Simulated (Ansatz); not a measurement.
Reaction (SMILES): F[SiH2]F → 2 F atom + 2 H atom + Si atom
B3LYP-D3(BJ)/def2-TZVP geometries, fixed; electronic energies without zero-point terms.

Energies in hartree at B3LYP with Ansatz (a quantum-chemistry and plane-wave program); the atomisation energy is their sum with the coefficients shown, times 627.509 kcal/mol a hartree. All functions are spherical. The program fits the integrals of some runs and decomposes those of others, by size. Open shells are unrestricted. No added dispersion term, no relativity.

```
species   coefficient   part  cc-pV(D+d)Z  cc-pV(T+d)Z  cc-pV(Q+d)Z
--------  -----------  -----  -----------  -----------  -----------
F[SiH2]F           -1  B3LYP   -490.51821   -490.62416   -490.65022
F atom             +2  B3LYP    -99.72660    -99.76286    -99.77252
H atom             +2  B3LYP     -0.50126     -0.50216     -0.50235
Si atom            +1  B3LYP   -289.38872   -289.39636   -289.39914
```

Task: Predict the atomisation energy in cc-pV(5+d)Z (X = 5): let each B3LYP step shrink by the ratio of the last two. Compare with the run.

Result: 
- F[SiH2]F: steps -0.10595 and -0.02606, ratio 0.246, so B3LYP -490.65663 (run: -490.65848).
- F atom: steps -0.03626 and -0.00966, ratio 0.266, so B3LYP -99.77509 (run: -99.77582).
- H atom: steps -0.00090 and -0.00019, ratio 0.211, so B3LYP -0.50239 (run: -0.50243).
- Si atom: steps -0.00764 and -0.00278, ratio 0.364, so B3LYP -289.40015 (run: -289.40189).
Predicted 440.21 kcal/mol; the run in cc-pV(5+d)Z gives 439.31, a miss of 0.90. Keeping the value in cc-pV(Q+d)Z, 440.10, would miss by 0.78. All sums are of the energies as printed.
